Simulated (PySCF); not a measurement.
Gas-phase equilibrium of 1 mol H2S, 7.1 mol H2 at 2000 K and 0.00133 bar, among 9 species (S2, S6, H2S2, H, H2S, SH, H2, S8, S). Only gases are allowed; each row takes one source of thermochemistry for all species, and Cantera finds the minimum.

Method: PySCF energies plus ideal-gas RRHO corrections (1 bar). † marks an energy on the PBE0/def2-TZVP geometry and frequencies; other levels use their own. MP2 and CCSD(T) freeze the core. Open shells (unrestricted) among the columns below: S2 (multiplicity 3), H (multiplicity 2), SH (multiplicity 2, electronic degeneracy 4), S (multiplicity 3, electronic degeneracy 9); the rest are closed-shell singlets. Spin-orbit splitting is ignored; it lowers the true energy and changes the entropy of SH, S. No R ln 2 is added for the mirror-image form of H2S2. MP2 isn't extrapolated to the basis-set limit. CCSD(T) isn't extrapolated to the basis-set limit. The harmonic model lacks anharmonicity and excited electronic states, which grow with temperature; levels with a mode under 35 cm⁻¹ are left out. Internal rotation in H2S2 is treated as a harmonic vibration of one conformer, which makes the entropy rough.

Molecules larger than those listed are left out.

With BLYP/def2-TZVP† thermochemistry: H2 0.89, H 0.045, S 0.011, S2 0.046, SH 0.0075, H2S 0.0012, H2S2 7.6e-9.

**Question.** How far does the composition move with the other sources (CCSD(T)/def2-SVP†, MP2/def2-SVP†, MP2/def2-TZVPP†, PBE/def2-SVP, LDA/def2-TZVP†)?

**Answer.** 
```tsv
thermochemistry	x H2	x H	x S	x S2	x SH	x H2S	x H2S2
BLYP/def2-TZVP†	0.89	0.045	0.011	0.046	0.0075	0.0012	7.6e-9
CCSD(T)/def2-SVP†	0.81	0.090	0.080	0.0050	0.014	0.0020	2.5e-9
MP2/def2-SVP†	0.74	0.16	0.068	0.010	0.012	0.0021	3.3e-9
MP2/def2-TZVPP†	0.84	0.091	0.023	0.037	0.0097	0.0037	4.2e-8
PBE/def2-SVP	0.84	0.097	0.0063	0.047	0.0078	0.0032	3.3e-8
LDA/def2-TZVP†	0.91	0.029	0.00036	0.051	0.0029	0.0095	5.1e-7
```
The most sensitive of these is S: it spans a factor of 10^2.4 over these rows; at this temperature one factor of ten is RT ln 10 = 38 kJ/mol.
